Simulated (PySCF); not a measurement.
B3LYP has the VWN-RPA correlation part, as in Gaussian. 

Cartesian coordinates (Å):
```xyz
11

C     -1.8274     0.6906    -0.3071
C     -0.6996     0.0324    -0.1015
C     -0.0428    -1.2890     0.1264
C      0.7008     0.0042     0.0626
C      1.8707     0.6163     0.1265
H     -1.8337     1.7664    -0.4321
H     -2.7786     0.1757    -0.3569
H      0.0413    -1.9795    -0.7090
H     -0.1657    -1.7716     1.0928
H      1.9484     1.6905     0.0115
H      2.7866     0.0639     0.2956
```
Charge 0, multiplicity 1.

Give the HOMO, dipole moment, LUMO, total energy and HOMO–LUMO gap at the level B3LYP-D3(BJ)/def2-TZVP (PySCF).


```
Item                  Value
-------------  ------------
HOMO               -6.80 eV
dipole moment        0.20 D
LUMO               -1.47 eV
total energy   -194.1254 Ha
HOMO–LUMO gap       5.32 eV
```
